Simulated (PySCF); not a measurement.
## What an electron can do to CBr

CCSD(T) in PySCF with def2-TZVPPD on every atom, for the lowest determinant that a PBE0 search found; no spin–orbit coupling.

```
species  state (unpaired electrons)  Re (Å)  ωe (cm⁻¹)  energy of the minimum from the neutral (eV)  De (eV)  dissociates to
    CBr               doublet (π ↑)   1.824        733                                         0.00     3.43          C + Br
   CBr⁺      singlet (closed shell)   1.707        967                                         8.55     6.05         C⁺ + Br
   CBr⁻              triplet (π ↑↑)   2.062        413                                        -1.37     1.45         C + Br⁻
```

**Question.** Work out the lowest energy to break CBr into atoms, from its vibrational ground state.

**Answer.** D0 = De − ωe/2 = 3.43 − 0.05 = 3.38 eV (CCSD(T)/def2-TZVPPD).

**Question.** Work out the ionisation energy of the C atom at this level and the threshold of dissociative ionisation.

**Answer.** IE(C) = 8.55 + 6.05 − 3.43 = 11.17 eV, so C⁺ + Br + e⁻ appears at D0 + IE(C) = 14.55 eV (CCSD(T)/def2-TZVPPD). The measured IE(C) is 11.26 eV (NIST ASD).

**Question.** Work out the electron affinity of the Br atom and the threshold of dissociative attachment.

**Answer.** EA(Br) = 3.43 − 1.45 − (-1.37) = 3.35 eV, so C + Br⁻ needs D0 − EA(Br) = 0.03 eV (CCSD(T)/def2-TZVPPD). The measured EA(Br) is 3.364 eV.

**Question.** At which energy does ion-pair formation open?

**Answer.** C⁺ + Br⁻ lies at D0 + IE(C) − EA(Br) = 11.20 eV (CCSD(T)/def2-TZVPPD).

These are thermodynamic thresholds; the onsets seen under electron impact lie higher where the geometry changes, and cross-sections peak well above them.

Correlated steps freeze 10 core orbitals. Spin–orbit coupling is left out. For an ion De counts to the pair picked by the measured ionisation energies or electron affinities, which need not be the lowest pair at this level. Where the molecule has an RHF reference, its open-shell atoms are computed with UHF. The CCSD T1 diagnostic is raised in CBr⁺, a sign that a single reference may not be enough there. States were picked by a PBE0 search and need not be the measured ground states.
